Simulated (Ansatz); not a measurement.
Compare A (`FC(F)C(F)(C(F)F)C(F)(F)F`) with its isomer B (`FCC(F)(C(F)(F)F)C(F)(F)F`).

Program: Ansatz. Geometries: PBE0-D4/def2-TZVP. ΔE: electronic, gas phase. CCSD(T)/CBS is the MP2 limit (def2-TZVPP, def2-QZVPP) plus CCSD(T) − MP2 in def2-TZVPP, frozen cores. DFT in def2-TZVPP. Each species was taken in one conformer, which may not be the lowest.

A:

```xyz
14

F    -0.1498   -1.5109   -1.8797
C    -0.1464   -0.2516   -1.4224
F    -1.2196    0.3797   -1.9529
C    -0.2820   -0.2414    0.1113
F    -1.2936   -1.0791    0.4738
C    -0.6916    1.1731    0.5611
F    -0.6482    1.2924    1.8966
F     0.1469    2.0856    0.0252
C     1.0102   -0.7541    0.7834
F     1.3593   -1.9401    0.2941
F     2.0098    0.0992    0.5523
F     0.8539   -0.8858    2.0908
H     0.7617    0.2593   -1.7533
H    -1.7104    1.3737    0.2199
```

B:

```xyz
14

F    -0.512   -1.566    1.729
C     0.440   -1.081    0.876
C     0.010    0.257    0.296
F     0.028    1.215    1.268
C    -1.433    0.208   -0.271
F    -1.607   -0.899   -0.993
F    -2.312    0.213    0.717
F    -1.688    1.255   -1.051
C     1.033    0.692   -0.780
F     0.893    1.965   -1.105
F     2.273    0.524   -0.312
F     0.905   -0.051   -1.878
H     0.600   -1.803    0.072
H     1.368   -0.930    1.432
```

Task: Which is lower in electronic energy at CCSD(T)/CBS, and by how much? (An estimate is asked.)

Result: Computed: B, by 5.8 kcal/mol.

Task: Give E(B) − E(A) in kcal/mol with ωB97M-V, BLYP-D4, r2SCAN-D4, CCSD/def2-TZVPP, MP2/def2-TZVPP, CCSD(T)/def2-SVP, PBE0-D4. (Best estimate.)

Result: Ansatz gave: ωB97M-V -6.1, BLYP-D4 -4.6, r2SCAN-D4 -6.5, CCSD/def2-TZVPP -5.7, MP2/def2-TZVPP -6.1, CCSD(T)/def2-SVP -7.0, PBE0-D4 -6.0. None reverses the order clearly.

Task: Does the order hold for the free energy at 298.15 K (harmonic terms from PBE0-D4)? (Estimate.)

Result: The calculation gave: Yes: G(B) − G(A) = -5.7 kcal/mol, for one conformer each. Modes under 60 cm⁻¹, often nearly free rotors, make the harmonic entropy too high.

Largest T1 diagnostic: 0.012.

From BLYP to BHLYP (50 % exact exchange), in def2-TZVPP and without D4, E(B) − E(A) moves by −1.1 kcal/mol. Leaving LDA and LC-ωPBE aside and taking each functional with its dispersion term where it has one, the values, not all of them listed here, spread over 2.2 kcal/mol, from B97M-V to BLYP-D4. LDA lies −1.3 kcal/mol from PBE without D4.
